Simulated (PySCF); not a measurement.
## Spectroscopy problems

- geometry from GFN2-xTB
- σ from GIAO-PBE0/pcSseg-1
- program: PySCF 2.14.0 with density-fitted response routines
- one averaged value for each set of equivalent atoms, non-relativistic Hamiltonian, single conformer, no solvent model

δ = σ(ref) − σ, references computed at the same level: 1H and 13C against TMS. Splittings of carbon signals by F and P are missing where no couplings were computed. Where no couplings were computed, multiplicities follow the n + 1 count of equivalent neighbours, and m marks all less simple cases (inequivalent or close neighbours, rings, F or P nearby). Shifts are as computed. Against solution values, carbons near 30 ppm lie about +3 ppm off and those near 130 ppm about +5 ppm. Of 1211 compounds with measured shifts, 218 miss one by over three times the rms of a fit or turn the order of signals round; such compounds aren't used in these exercises. OH and NH positions are gas-phase values without hydrogen bonding to other molecules.

Task: C8H13OP. 1H NMR (500 MHz, computed): δ 2.26 (m, 1H), 2.18 (m, 2H), 1.80 (m, 2H), 1.76 (m, 2H), 1.45 (m, 2H), 1.11 (m, 1H), 1.00 (m, 3H). 13C{1H} NMR (computed): δ 96.0 (CH), 86.6 (C), 38.2 (CH), 36.6 (CH2), 32.0 (CH2), 25.6 (CH3). Give a structure.

Result: SMILES C#C[P@]1(=O)CC[C@@H](C)CC1. 6 carbon signals for 8 carbons: some carbons are equivalent by symmetry or fast rotation. Carbon types of the structure: 1 × C, 2 × CH, 4 × CH2, 1 × CH3, which accounts for all hydrogens. δC 96.0: terminal alkyne carbon; sp carbons lie upfield of alkene carbons because the cylindrical π system leaves one tensor component strongly shielded. δC 86.6: alkyne carbon; the triple bond shields along its axis, which puts it between sp3 and sp2 carbons. δH 1.11: hydrogen on an sp3 CH in a ring; far from electronegative atoms and π systems. δH 1.00: hydrogen on a methyl carbon; far from electronegative atoms and π systems.

The data come from this structure; uniqueness wasn't tested.

Task: C8H13OP. 1H NMR (500 MHz, computed): δ 6.76 (m, 1H), 6.60 (m, 1H), 6.19 (m, 1H), 2.11 (s, 3H), 1.49 (m, 1H), 1.43 (m, 3H), 1.12 (m, 3H). 13C{1H} NMR (computed): δ 142.7 (CH2), 142.3 (CH), 107.6 (C), 82.6 (C), 36.5 (CH), 16.7 (CH3), 15.5 (CH3), 5.4 (CH3). Give a structure.

Result: SMILES C([P@](C=C)(=O)C#CC)(C)C. 8 carbon signals for 8 carbons: no two carbons are equivalent. Carbon types of the structure: 2 × C, 2 × CH, 1 × CH2, 3 × CH3, which accounts for all hydrogens. δC 142.7: terminal =CH2 carbon; the olefinic region. δC 142.3: alkene CH; the olefinic region. δC 107.6, 82.6: alkyne carbon. δC 16.7, 15.5: methyl carbon; a saturated carbon with 1 carbon neighbour and no heteroatom attached.

This is the structure that produced the data.

Task: C5H15N2PSi. 1H NMR (500 MHz, computed): δ 4.00 (m, 3H), 2.74 (m, 6H), 1.44 (m, 1H), 1.41 (m, 3H), 1.01 (br s, 1H), 0.59 (m, 1H). 13C{1H} NMR (computed): δ 42.3 (CH3), 27.1 (CH), 25.6 (CH), 16.9 (CH3). Identify the compound.

Result: `C[C@@H]1[C@@H]([SiH3])[P@]1(=N)N(C)C`. 4 carbon signals for 5 carbons: some carbons are equivalent by symmetry or fast rotation. Carbon types of the structure: 2 × CH, 3 × CH3, leaving 4 H on heteroatoms. δC 42.3: methyl carbon bonded to N; deshielded by the electronegative neighbour. δC 27.1, 25.6: three-membered-ring carbon; carbons of three-membered rings are unusually shielded. δH 2.74: hydrogen on a methyl carbon bonded to N; its carbon carries N, which withdraws density. δH 1.44, 0.59: hydrogen on a three-membered-ring carbon; cyclopropane-type protons are shielded by the ring.

This is the structure that produced the data.
